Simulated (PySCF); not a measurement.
C2H8OZr, SMILES [ZrH3][O]CC, multiplicity 1.

The structure is a stationary point at PBE0-D3(BJ)/def2-SVP. The multiplicity is an assumed one; no other spin state was optimised. The structure was generated by enumeration; whether it is a known compound was not checked. The def2 effective core potentials stand for the cores of Zr; spin–orbit coupling is left out. Other conformers were not sampled.

The numbers are results of PySCF with PBE/def2-TZVP, not measurements.

Symmetry labels are those of the subgroup Cs that the program uses (full group Cs).

Computed valence orbital energies around the gap with their symmetry:
```
orbital  symmetry  energy (eV)
-------  --------  -----------
HOMO−7         A'       -10.87
HOMO−6         A'        -9.62
HOMO−5         A"        -9.46
HOMO−4         A'        -7.79
HOMO−3         A"        -7.63
HOMO−2         A'        -7.25
HOMO−1         A"        -6.52
HOMO           A'        -6.51
LUMO           A'        -2.51
LUMO+1         A"        -2.49
LUMO+2         A'        -1.81
LUMO+3         A"        -1.20
```
